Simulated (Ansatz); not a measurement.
Consider the cleavage of the Al–Ge bond: `[F][GeH2][AlH2]` + `NC[SiH2]N` → `NC[SiH2][NH][AlH2]` + `[F][GeH3]`.

Gas-phase electronic energies from Ansatz, PBE0-D4/def2-TZVP geometries. CCSD(T)/CBS adds triple-zeta CCSD(T) − MP2 to the extrapolated MP2 energy (def2 sets, frozen cores). For Ge outer-core shells are correlated without core-valence functions, which leaves a few kJ/mol of doubt a bond. Scalar relativity is left out up to krypton. One conformer a species, not always the lowest.

| level | ΔE (kJ/mol) |
| --- | --- |
| SCS-MP2/def2-TZVPP | -95.3 |
| SCS-MP2/def2-QZVPP | -94.7 |

Task: What does CCSD(T)/CBS give? (Estimate.)

Result: The calculation gave: -85.5 kJ/mol. The listed levels differ from it by -9.8, -9.2 kJ/mol.

Largest T1 diagnostic among the species: 0.012.

From PBE to PBE0 (25 % exact exchange), in def2-TZVPP and without D4, ΔE moves by −3.8 kJ/mol.
